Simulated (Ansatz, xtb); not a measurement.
## Ranking isomers of C5H6OS

3 gas-phase structures of C5H6OS, from a drawn sample of its isomers (lower ones may exist). Each was relaxed with GFN2-xTB; where two conformers were screened, the lower at r2SCAN-D4/def2-SVP is listed:

A. `CC#CC(=S)CO`, a singlet
B. `CC#C/C(S)=C\O`, a singlet
C. `CC#C[C@@H](S)C=O`, a singlet

**Question.** Estimate their order in r2SCAN-D4/def2-SVP energy at these geometries, lowest first.

**Answer.** Calculated order at r2SCAN-D4/def2-SVP: A (0.0), B (1.9), C (2.4) kcal/mol. Less than 1 kcal/mol parts B and C, so the order within that pair means little.

Energies above the lowest of each column, in kcal/mol; the last columns are at B3LYP/def2-SVP geometries:

| structure | GFN2-xTB | HF/STO-3G | r2SCAN-D4/def2-SVP | B3LYP/def2-SVP | CCSD(T)/def2-SVP + ΔMP2/def2-TZVPP |
| --- | --- | --- | --- | --- | --- |
| A | 0.8 | 11.0 | 0.0 | 0.0 | 0.3 |
| B | 0.0 | 3.8 | 1.9 | 1.0 | 1.3 |
| C | 4.3 | 0.0 | 2.4 | 0.1 | 0.0 |

CCSD(T)/def2-SVP + ΔMP2/def2-TZVPP puts C lowest, with A within 1 kcal/mol; GFN2-xTB picks B. CCSD(T)/def2-SVP + ΔMP2/def2-TZVPP orders those it was run on as C (0.0), A (0.3), B (1.3) kcal/mol. Less than 1 kcal/mol parts C and A, so the order within that pair means little. Flexible structures stand in one conformer each, not always the lowest. The ΔMP2 step shifts differences by up to 3.4 kcal/mol, which makes them less sure. ΔMP2 is the change of the MP2 energy from the smaller to the larger basis.

Programs: Ansatz 0.2.0, xtb 6.7.1.
